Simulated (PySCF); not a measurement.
C7H10NPSi.
Numbering: `[SiH3:1][c:2]1[cH:3][n:4][cH:5][p:6][c:7]1[CH:8]1[CH2:9][CH2:10]1` (hydrogens: H11, H12, H13 on Si1; H14 on C3; H15 on C5; H16 on C8; H17, H18 on C9; H19, H20 on C10)

The same species was optimised twice, with GFN2-xTB and with PBE0-D3(BJ)/def2-SVP (PySCF), and the same property calculations (PySCF, gas phase) were run on both structures.

```json
{"coordinate": "N4–C5 (Å)", "GFN2-xTB": "1.310", "PBE0-D3(BJ)/def2-SVP": "1.324", "change": "+0.014"}
{"coordinate": "C2–C7 (Å)", "GFN2-xTB": "1.393", "PBE0-D3(BJ)/def2-SVP": "1.407", "change": "+0.014"}
{"coordinate": "C3–N4 (Å)", "GFN2-xTB": "1.317", "PBE0-D3(BJ)/def2-SVP": "1.328", "change": "+0.011"}
{"coordinate": "C2–C3 (Å)", "GFN2-xTB": "1.397", "PBE0-D3(BJ)/def2-SVP": "1.407", "change": "+0.010"}
{"coordinate": "C7–C8 (Å)", "GFN2-xTB": "1.476", "PBE0-D3(BJ)/def2-SVP": "1.483", "change": "+0.007"}
{"coordinate": "C8–C9 (Å)", "GFN2-xTB": "1.508", "PBE0-D3(BJ)/def2-SVP": "1.515", "change": "+0.007"}
{"coordinate": "C8–C10 (Å)", "GFN2-xTB": "1.508", "PBE0-D3(BJ)/def2-SVP": "1.512", "change": "+0.004"}
{"coordinate": "Si1–C2 (Å)", "GFN2-xTB": "1.895", "PBE0-D3(BJ)/def2-SVP": "1.892", "change": "-0.003"}
{"coordinate": "C9–C10 (Å)", "GFN2-xTB": "1.488", "PBE0-D3(BJ)/def2-SVP": "1.485", "change": "-0.003"}
{"coordinate": "C5–P6 (Å)", "GFN2-xTB": "1.739", "PBE0-D3(BJ)/def2-SVP": "1.741", "change": "+0.002"}
{"coordinate": "P6–C7 (Å)", "GFN2-xTB": "1.761", "PBE0-D3(BJ)/def2-SVP": "1.762", "change": "+0.001"}
{"coordinate": "P6–C7–C8 (°)", "GFN2-xTB": "116.4", "PBE0-D3(BJ)/def2-SVP": "118.1", "change": "+1.7"}
{"coordinate": "C7–C8–C10 (°)", "GFN2-xTB": "119.9", "PBE0-D3(BJ)/def2-SVP": "121.6", "change": "+1.7"}
{"coordinate": "C3–N4–C5 (°)", "GFN2-xTB": "121.3", "PBE0-D3(BJ)/def2-SVP": "120.1", "change": "-1.2"}
{"coordinate": "C2–C7–P6 (°)", "GFN2-xTB": "123.2", "PBE0-D3(BJ)/def2-SVP": "122.2", "change": "-1.0"}
{"coordinate": "C7–C8–C9 (°)", "GFN2-xTB": "119.9", "PBE0-D3(BJ)/def2-SVP": "120.8", "change": "+0.9"}
{"coordinate": "C3–C2–C7 (°)", "GFN2-xTB": "120.7", "PBE0-D3(BJ)/def2-SVP": "121.5", "change": "+0.8"}
{"coordinate": "N4–C5–P6 (°)", "GFN2-xTB": "128.4", "PBE0-D3(BJ)/def2-SVP": "129.2", "change": "+0.8"}
{"coordinate": "C2–C7–C8 (°)", "GFN2-xTB": "120.4", "PBE0-D3(BJ)/def2-SVP": "119.6", "change": "-0.8"}
{"coordinate": "P6–C7–C8–C9 (°)", "GFN2-xTB": "-36", "PBE0-D3(BJ)/def2-SVP": "-40", "change": "-4"}
```

Rotational constants: A = 1146, B = 1038, C = 572.5 MHz (GFN2-xTB) against A = 1141, B = 1019, C = 565.7 MHz (PBE0-D3(BJ)/def2-SVP).

On the GFN2-xTB structure: HOMO (eV) -7.03 [PBE0/pcSseg-1]; LUMO (eV) -1.84 [PBE0/pcSseg-1]; dipole (D) 2.50 [PBE0/pcSseg-1]; GIAO shielding of Si1 (ppm) 421.0 [PBE0/pcSseg-1]; GIAO shielding of C2 (ppm) 58.8 [PBE0/pcSseg-1]; GIAO shielding of C3 (ppm) 29.4 [PBE0/pcSseg-1]; GIAO shielding of N4 (ppm) -97.5 [PBE0/pcSseg-1]; GIAO shielding of C5 (ppm) -6.7 [PBE0/pcSseg-1]; GIAO shielding of P6 (ppm) 126.4 [PBE0/pcSseg-1]; GIAO shielding of C7 (ppm) -23.8 [PBE0/pcSseg-1]; GIAO shielding of C8 (ppm) 159.3 [PBE0/pcSseg-1].

Q: What do these properties become on the PBE0-D3(BJ)/def2-SVP structure?

A: 
```json
{"property": "HOMO (eV)", "level": "PBE0/pcSseg-1", "on GFN2-xTB": "-7.03", "on PBE0-D3(BJ)/def2-SVP": "-7.15", "change": "-0.12"}
{"property": "LUMO (eV)", "level": "PBE0/pcSseg-1", "on GFN2-xTB": "-1.84", "on PBE0-D3(BJ)/def2-SVP": "-1.89", "change": "-0.05"}
{"property": "dipole (D)", "level": "PBE0/pcSseg-1", "on GFN2-xTB": "2.50", "on PBE0-D3(BJ)/def2-SVP": "2.46", "change": "-0.04"}
{"property": "energy, GFN2-xTB geometry as zero (kcal/mol)", "level": "PBE0/pcSseg-1", "on GFN2-xTB": "0.0", "on PBE0-D3(BJ)/def2-SVP": "-1.3", "change": "-1.3"}
{"property": "GIAO shielding of Si1 (ppm)", "level": "PBE0/pcSseg-1", "on GFN2-xTB": "421.0", "on PBE0-D3(BJ)/def2-SVP": "418.2", "change": "-2.8"}
{"property": "GIAO shielding of C2 (ppm)", "level": "PBE0/pcSseg-1", "on GFN2-xTB": "58.8", "on PBE0-D3(BJ)/def2-SVP": "55.6", "change": "-3.2"}
{"property": "GIAO shielding of C3 (ppm)", "level": "PBE0/pcSseg-1", "on GFN2-xTB": "29.4", "on PBE0-D3(BJ)/def2-SVP": "25.4", "change": "-4.0"}
{"property": "GIAO shielding of N4 (ppm)", "level": "PBE0/pcSseg-1", "on GFN2-xTB": "-97.5", "on PBE0-D3(BJ)/def2-SVP": "-103.8", "change": "-6.3"}
{"property": "GIAO shielding of C5 (ppm)", "level": "PBE0/pcSseg-1", "on GFN2-xTB": "-6.7", "on PBE0-D3(BJ)/def2-SVP": "-9.1", "change": "-2.4"}
{"property": "GIAO shielding of P6 (ppm)", "level": "PBE0/pcSseg-1", "on GFN2-xTB": "126.4", "on PBE0-D3(BJ)/def2-SVP": "127.1", "change": "+0.7"}
{"property": "GIAO shielding of C7 (ppm)", "level": "PBE0/pcSseg-1", "on GFN2-xTB": "-23.8", "on PBE0-D3(BJ)/def2-SVP": "-25.1", "change": "-1.3"}
{"property": "GIAO shielding of C8 (ppm)", "level": "PBE0/pcSseg-1", "on GFN2-xTB": "159.3", "on PBE0-D3(BJ)/def2-SVP": "157.7", "change": "-1.6"}
```

The heavy atoms differ by 0.046 Å rms after alignment. Among bonds between heavy atoms C2–C7 and N4–C5 change most and about equally (+0.014 Å). Changes are differences of the printed values. Neither structure is proved a minimum here.

The values belong to the conformer `[SiH3:1][c:2]1[cH:3][n:4][cH:5][p:6][c:7]1[CH:8]1[CH2:9][CH2:10]1`: P6–C7–C8–C9 -40°.
